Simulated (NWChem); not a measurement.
System: CH4N, doublet; SMILES C[NH]

Excerpt of the output:

```
             Northwest Computational Chemistry Package (NWChem) 7.3.0
             --------------------------------------------------------

                             Geometry "geometry" -> ""
                             -------------------------

 Output coordinates in angstroms (scale by  1.889725989 to convert to a.u.)

  No.       Tag          Charge          X              Y              Z
 ---- ---------------- ---------- -------------- -------------- --------------
    1 C                    6.0000    -0.01995800    -0.61429600     0.00000000
    2 N                    7.0000    -0.12544400     0.82592100     0.00000000
    3 H                    1.0000     0.53354000    -0.98330900    -0.88160400
    4 H                    1.0000    -1.01509500    -1.07026000     0.00000000
    5 H                    1.0000     0.53354000    -0.98330900     0.88160400
    6 H                    1.0000     0.84177700     1.18534100     0.00000000

 Effective nuclear repulsion energy (a.u.)      36.0118159255

                                 NWChem DFT Module
                                 -----------------

 Summary of "ao basis" -> "ao basis" (spherical)
 ------------------------------------------------------------------------------
       Tag                 Description            Shells   Functions and Types
 ---------------- ------------------------------  ------  ---------------------
 C                          def2-svp                 6       14   3s2p1d
 N                          def2-svp                 6       14   3s2p1d
 H                          def2-svp                 3        5   2s1p

 in cosmo_initialize ...
 calling solv_data for solv:anisole

 solvent parameters
 solvname_short: anisole
 solvname_long:  anisole
 dielec:        4.2247
 dielecinf:     2.3025
 nonaqueous SMD model solvent descriptors
 dielec:        4.2247
 sola:          0.0000
 solb:          0.2900
 solc:          0.7500
 solg:         50.5200
 solh:          0.0000
 soln:          1.5174

          ---------------
          -cosmo- solvent
          ---------------
 Cosmo: York-Karplus, doi: 10.1021/jp992097l
 dielectric constant -eps-     =   4.22
 screen = (eps-1)/(eps    )    =   0.76330
 surface charge correction     = lagrangian

   van der Waals surface
 --------------------------

 ---------- ATOMIC COORDINATES (A.U.) ------------ VDWR(ANG.) --
     1   -0.03771515   -1.16085112    0.00000000     1.850
     2   -0.23705479    1.56076438    0.00000000     1.890
     3    1.00824440   -1.85818457   -1.66598999     1.200
     4   -1.91825140   -2.02249814    0.00000000     1.200
     5    1.00824440   -1.85818457    1.66598999     1.200
     6    1.59072787    2.23996969    0.00000000     1.200
 number of segments per atom =        128
 number of   points per atom =        128
 atom (   nspa,  nppa )
 ----------------------
    1 (     64,     0 )       0
    2 (     84,     0 )       0
    3 (     55,     0 )       0
    4 (     52,     0 )       0
    5 (     55,     0 )       0
    6 (     46,     0 )       0
 number of -cosmo- surface points =      356
 molecular surface =     69.762 angstrom**2
 molecular volume  =     47.853 angstrom**3
 -lineq- algorithm             =   0
 -bem- low  level              =   3
 -bem- from -octahedral-
 gaussian surface charge width =   4.50000
 degree of switching           =   1.00000
 switching function tolerance  =   0.00010
 atomic radii =
 --------------
    1  6.000  1.850
    2  7.000  1.890
    3  1.000  1.200
    4  1.000  1.200
    5  1.000  1.200
    6  1.000  1.200
 ...... end of -cosmo- initialization ......

 nat:                     6
 ixmem:                  2111
 calling mnsol_interface()
 G(SMD-CDS) energy (kcal/mol)  =     1.299
 SMD-CDS SASA (angstrom**2)    =    86.055

[...]

                                COSMO-SMD solvation results
                                ---------------------------

             internal energy in gas <Psi(g)|H|Psi(g)> =       -95.118956491828
         internal energy in solvent <Psi(s)|H|Psi(s)> =       -95.118285849173
                               delta internal energy  =         0.000670642656 (    0.42 kcal/mol)
   total free energy in solvent <Psi(s)|H+V/2|Psi(s)> =       -95.124413999078
 polarization energy contribution <Psi(s)|V/2|Psi(s)> =        -0.006128149906 (   -3.85 kcal/mol)
    total free energy in solvent including G(SMD-CDS) =       -95.122343630980
                       G(SMD-CDS) energy contribution =         0.002070368099 (    1.30 kcal/mol)
     1 M fixed-concentration free energy of solvation =        -0.003387139151 (   -2.13 kcal/mol)

                    DFT Final Alpha Molecular Orbital Analysis
                    ------------------------------------------

 Vector    7  Occ=1.000000D+00  E=-3.987696D-01
              MO Center= -2.7D-01, -2.3D-01, -8.3D-11, r^2= 1.7D+00
   Bfn.  Coefficient  Atom+Function         Bfn.  Coefficient  Atom+Function
  ----- ------------  ---------------      ----- ------------  ---------------
    19      0.333229  2 N  py                34     -0.328049  4 H  s
     4      0.301455  1 C  px                 5      0.294815  1 C  py
    22     -0.160412  2 N  py                44     -0.153438  6 H  s
    35     -0.136302  4 H  s                  7      0.128714  1 C  px
     8      0.125403  1 C  py                17     -0.089589  2 N  s

 Vector    8  Occ=1.000000D+00  E=-2.863789D-01
              MO Center= -2.2D-01,  5.7D-01, -8.6D-11, r^2= 1.5D+00
   Bfn.  Coefficient  Atom+Function         Bfn.  Coefficient  Atom+Function
  ----- ------------  ---------------      ----- ------------  ---------------
    18      0.430021  2 N  px                17      0.368853  2 N  s
    21     -0.279924  2 N  px                19     -0.239449  2 N  py
    44     -0.211240  6 H  s                 16      0.193411  2 N  s
    34     -0.182541  4 H  s                  4      0.180869  1 C  px
    22      0.173680  2 N  py                 5     -0.135412  1 C  py

 Vector    9  Occ=1.000000D+00  E=-2.668131D-01
              MO Center=  7.3D-04,  4.3D-01,  3.6D-10, r^2= 1.5D+00
   Bfn.  Coefficient  Atom+Function         Bfn.  Coefficient  Atom+Function
  ----- ------------  ---------------      ----- ------------  ---------------
    20      0.590048  2 N  pz                23     -0.458695  2 N  pz
    29     -0.210088  3 H  s                 39      0.210088  5 H  s
     6      0.178521  1 C  pz                30     -0.131470  3 H  s
    40      0.131470  5 H  s                  9      0.055484  1 C  pz
    11     -0.028822  1 C  d -1

 Vector   10  Occ=0.000000D+00  E= 6.701430D-02
              MO Center=  7.0D-01, -1.5D-01, -1.7D-09, r^2= 4.6D+00
   Bfn.  Coefficient  Atom+Function         Bfn.  Coefficient  Atom+Function
  ----- ------------  ---------------      ----- ------------  ---------------
     3      1.783232  1 C  s                 30     -0.995163  3 H  s
    40     -0.995163  5 H  s                 45     -0.926334  6 H  s
    35     -0.665996  4 H  s                 17      0.633536  2 N  s
     8     -0.518982  1 C  py                21      0.302223  2 N  px
     7      0.185675  1 C  px                 5     -0.163043  1 C  py

 Vector   11  Occ=0.000000D+00  E= 1.058418D-01
              MO Center=  1.3D-01, -1.4D-01, -4.1D-09, r^2= 5.6D+00
   Bfn.  Coefficient  Atom+Function         Bfn.  Coefficient  Atom+Function
  ----- ------------  ---------------      ----- ------------  ---------------
     3      2.116998  1 C  s                 35     -1.322152  4 H  s
    17     -1.136572  2 N  s                 45      1.142105  6 H  s
    30     -0.680292  3 H  s                 40     -0.680292  5 H  s
    21     -0.370345  2 N  px                 7     -0.272545  1 C  px
     2      0.197139  1 C  s                 18      0.196247  2 N  px

 Vector   12  Occ=0.000000D+00  E= 1.368463D-01
              MO Center=  6.5D-01, -1.0D+00,  5.0D-08, r^2= 3.6D+00
   Bfn.  Coefficient  Atom+Function         Bfn.  Coefficient  Atom+Function
  ----- ------------  ---------------      ----- ------------  ---------------
    30      1.637380  3 H  s                 40     -1.637380  5 H  s
     9      1.233636  1 C  pz                 6      0.413513  1 C  pz
    23     -0.205780  2 N  pz                29      0.081940  3 H  s
    39     -0.081940  5 H  s                 20      0.057571  2 N  pz

                     DFT Final Beta Molecular Orbital Analysis
                     -----------------------------------------

 Vector    6  Occ=1.000000D+00  E=-4.124095D-01
              MO Center=  2.0D-01, -6.7D-01,  1.4D-09, r^2= 1.3D+00
   Bfn.  Coefficient  Atom+Function         Bfn.  Coefficient  Atom+Function
  ----- ------------  ---------------      ----- ------------  ---------------
     6      0.447018  1 C  pz                29     -0.290202  3 H  s
    39      0.290202  5 H  s                  9      0.189002  1 C  pz
    20     -0.124593  2 N  pz                30     -0.114941  3 H  s
    40      0.114941  5 H  s                 23      0.080950  2 N  pz

 Vector    7  Occ=1.000000D+00  E=-3.927799D-01
              MO Center= -2.3D-01, -2.0D-01, -7.4D-11, r^2= 1.7D+00
   Bfn.  Coefficient  Atom+Function         Bfn.  Coefficient  Atom+Function
  ----- ------------  ---------------      ----- ------------  ---------------
    19      0.324319  2 N  py                34     -0.325313  4 H  s
     5      0.303550  1 C  py                 4      0.294108  1 C  px
    44     -0.189405  6 H  s                 22     -0.152813  2 N  py
    35     -0.139386  4 H  s                  8      0.130794  1 C  py
     7      0.122725  1 C  px                45     -0.095080  6 H  s

[...]
```

Level: B3LYP/def2-SVP, spin-unrestricted, SMD on the gas-phase geometry. In the optimisation the excess spin sits in a" (Cs, its own frame). All runs use the structure optimised with B3LYP/6-31G* (spherical d), spin-unrestricted. No stability test was run on the SCF state. Solvent: anisole.

Task: Reconstruct the input file.

Result: Several could match; the one computed here: the input that was run:
```
start job
memory heap 200 mb stack 900 mb global 1100 mb
geometry units angstroms noautosym nocenter noautoz
  C     -0.019958    -0.614296     0.000000
  N     -0.125444     0.825921     0.000000
  H      0.533540    -0.983309    -0.881604
  H     -1.015095    -1.070260     0.000000
  H      0.533540    -0.983309     0.881604
  H      0.841777     1.185341     0.000000
end
basis spherical
  C library def2-svp
  N library def2-svp
  H library def2-svp
end
dft
  odft
  mult 2
  xc b3lyp
  iterations 150
end
cosmo
  do_cosmo_smd true
  solvent anisole
end
task dft energy
```
